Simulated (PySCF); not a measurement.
ClF₆⁺: breathing scan

These are results of PySCF, PBE0, basis Cl def2-SVP, F def2-SVP (no relativity, density fitting), not measurements.

Rigid scan from the singlet minimum (Cl–F 1.584 Å (×6); F–Cl–F 90.0° (×12), F–Cl–F 180.0° (×3)). Coordinate: all bonds to the central atom scaled together. Energies in kJ/mol from the minimum.

| scale of all bonds to the centre | E (kJ/mol) |
| --- | --- |
| 0.88 | 566.9 |
| 0.92 | 212.5 |
| 0.96 | 45.1 |
| 1.00 | 0.0 |
| 1.04 | 32.9 |
| 1.08 | 113.5 |
| 1.14 | 281.2 |
| 1.22 | 533.2 |
| 1.35 | 920.0 |

At long bonds a restricted determinant can lie too high, and another spin state can fall below this curve.

Other isomers or separated fragments may lie lower.

The scan took 72 s on 2 threads of a shared Intel Xeon Platinum 8259CL @ 2.50GHz (Skylake/Cascade Lake) host; the process peaked at 1.7 GiB.
